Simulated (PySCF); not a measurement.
# Excitation energy of As by level of theory

As [Ar] 3d10 4s2 4p3 (4S) → As [Ar] 3d10 4s2 4p2 5s1, s spin flipped, as a difference of total energies. Calculation: PySCF 2.14, in aug-cc-pVDZ-PP with ECP10MDF; scalar relativity through the core potential. Correlated levels: valence: 3s2 3p6 3d10 frozen. The calculations carry no spin-orbit coupling.

| method | excitation energy (eV) |
| --- | --- |
| UHF | 6.752 |
| MP2 (valence) | 6.866 |
| SCS-MP2 (valence) | 6.741 |

Question: How much does correlation contribute at MP2 (valence)?

Answer: 6.866 − (6.752) = 0.114 eV, measured against UHF.

The upper determinant mixes two multiplicities, so it lies between the two terms.

The promoted electron is Rydberg-like, and one or two diffuse shells describe it only roughly, which tends to raise the upper state.
